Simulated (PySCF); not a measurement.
CH₆N, charge +1. Atoms are numbered in the order given.

```xyz
8

C      0.0000     0.0000    -0.7924
N      0.0000     0.0000     0.7045
H      0.0000    -1.0314    -1.1371
H      0.8932     0.5157    -1.1371
H     -0.8932     0.5157    -1.1371
H     -0.8243    -0.4759     1.0781
H      0.0000     0.9519     1.0781
H      0.8243    -0.4759     1.0781
```
Charge +1, spin multiplicity 1.

The structure is a stationary point at PBE0-D3(BJ)/def2-TZVP. The isomer is the one that the SMILES or the coordinates give; other isomers of the formula were not compared.

Computed with PBE0/def2-TZVPD (PySCF).

```
Property                                                           Value
------------------------------------------------  ----------------------
total energy                                           -96.13501 hartree
point group                                                          C3v
highest occupied level                                         -17.36 eV
lowest empty level                                              -5.49 eV
orbital gap                                                     11.87 eV
dipole moment about the centre of nuclear charge                  2.19 D
mean static polarisability                          20.0 bohr³ (2.97 Å³)
polarisability, principal values                  19.0, 19.0, 22.0 bohr³
```
